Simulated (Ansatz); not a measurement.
C4H13GaO3Si (`C[O][Ga]([O][SiH3])[O]C(C)C`), relaxed with RKS PBE0-D4/def2-TZVP in Ansatz 0.2.0 from a GFN2-xTB geometry. The force threshold is 0.005 eV/Å; the program also tests the step.

Total charge 0; spin multiplicity 1.

Start:

```xyz
22

C    -1.663    2.648   -0.194
O    -1.018    1.428   -0.496
Ga   -0.428    0.137    0.571
O    -0.521    0.286    2.311
Si   -0.988    1.207    3.570
O     0.246   -1.343   -0.076
C     0.663   -1.539   -1.419
C     1.098   -3.000   -1.523
C     1.798   -0.588   -1.779
H    -1.722    2.833    0.883
H    -2.676    2.625   -0.605
H    -1.099    3.459   -0.662
H    -2.423    1.510    3.462
H    -0.223    2.461    3.558
H    -0.669    0.350    4.710
H    -0.180   -1.364   -2.102
H     0.276   -3.651   -1.236
H     1.396   -3.227   -2.543
H     1.934   -3.182   -0.852
H     2.643   -0.754   -1.114
H     2.112   -0.736   -2.809
H     1.445    0.439   -1.654
```

(1) By how much does the energy fall, and how many steps does the optimiser take? (Best estimate.)

(2) Which bonds change most? (Estimate.)

(3) Give the relaxed structure. (An estimate is asked.)

Results:

(1) The calculation gave: 0.11 eV, in 49 steps, 7 of them rejected.

(2) The calculation gave: Si5–H15 from 1.461 to 1.485 Å; Si5–H14 from 1.470 to 1.490 Å; Si5–H13 from 1.470 to 1.490 Å; Ga3–O4 from 1.749 to 1.766 Å.

(3) Ansatz gave: 
```xyz
22

C    -1.467    2.588   -0.064
O    -0.820    1.416   -0.500
Ga   -0.329    0.114    0.601
O    -0.552    0.250    2.348
Si   -1.169    1.227    3.495
O     0.386   -1.373   -0.014
C     0.676   -1.562   -1.395
C     1.127   -2.997   -1.559
C     1.723   -0.574   -1.871
H    -1.035    2.998    0.857
H    -2.536    2.419    0.109
H    -1.366    3.347   -0.845
H    -2.588    1.574    3.201
H    -0.396    2.498    3.585
H    -1.105    0.532    4.806
H    -0.240   -1.410   -1.985
H     0.358   -3.682   -1.196
H     1.328   -3.223   -2.609
H     2.040   -3.171   -0.983
H     2.640   -0.688   -1.286
H     1.964   -0.738   -2.924
H     1.363    0.454   -1.771
```
